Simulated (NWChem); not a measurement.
Species: Cl2 anion, doublet

Program: NWChem. Spin-unrestricted. Structure relaxed at the B3LYP/def2-SVPD, spin-unrestricted level. No stability test was run on the SCF state. Level: PBE/aug-cc-pVDZ with SMD (1 M gas to 1 M solution), gas-phase geometry. Reactions with the solvent are ignored.

| solvent | dielectric constant | solvation free energy (kcal/mol) | cavity-dispersion-structure term (kcal/mol) |
|---|---|---|---|
| water | 78.4 | -54.7 | 0.9 |
| 1-propanol | 20.5 | ___ | -2.1 |
| ethanol | 24.9 | -56.1 | -2.1 |
| tetrahydrofuran | 7.43 | -50.6 | -1.9 |
| chloroform | 4.71 | -46.7 | -2.4 |

Q: Complete the blanks.

A: 
- 1-propanol, solvation free energy (kcal/mol): -55.6
